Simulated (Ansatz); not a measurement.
Start from `S[SiH2]Cl` and change one element to get `[SH][SnH2][Cl]`.

Ansatz, PBE0-D4/def2-TZVP geometries, multiplicity 1. Each molecule was computed in one conformer, which needn't be the lowest.

Elements past krypton have def2 core potentials.

```tsv
property	`S[SiH2]Cl`
size of the dipole moment (B3LYP/def2-TZVPP) / D	1.07
HOMO energy (PBE/def2-TZVPP) / eV	-6.69
size of the dipole moment (ωB97M-V/def2-TZVPP) / D	1.07
LUMO energy (PBE0/def2-TZVPP) / eV	0.01
LUMO energy (B3LYP/def2-TZVPP) / eV	-0.25
LUMO energy (PBE/def2-TZVPP) / eV	-0.94
```

Question: What does the change do to each property? (An estimate is asked.)

Answer: Ansatz gave: 
```json
{"property": "size of the dipole moment (B3LYP/def2-TZVPP) / D", "`[SH][SnH2][Cl]`": "2.13", "shift": "1.06"}
{"property": "HOMO energy (PBE/def2-TZVPP) / eV", "`[SH][SnH2][Cl]`": "-6.55", "shift": "0.14"}
{"property": "size of the dipole moment (ωB97M-V/def2-TZVPP) / D", "`[SH][SnH2][Cl]`": "2.17", "shift": "1.10"}
{"property": "LUMO energy (PBE0/def2-TZVPP) / eV", "`[SH][SnH2][Cl]`": "-1.16", "shift": "-1.17"}
{"property": "LUMO energy (B3LYP/def2-TZVPP) / eV", "`[SH][SnH2][Cl]`": "-1.46", "shift": "-1.21"}
{"property": "LUMO energy (PBE/def2-TZVPP) / eV", "`[SH][SnH2][Cl]`": "-2.07", "shift": "-1.13"}
```

With PBE0 the HOMO rises by 0.14 eV and the LUMO falls by 1.17 eV, so the gap narrows by about 1.31 eV. PBE moves the HOMO by 0.14 eV and ωB97M-V by 0.14 eV. Dipoles are sizes alone; their direction can turn.

B3LYP here is the variant with VWN-RPA as its local correlation; programs differ in this.
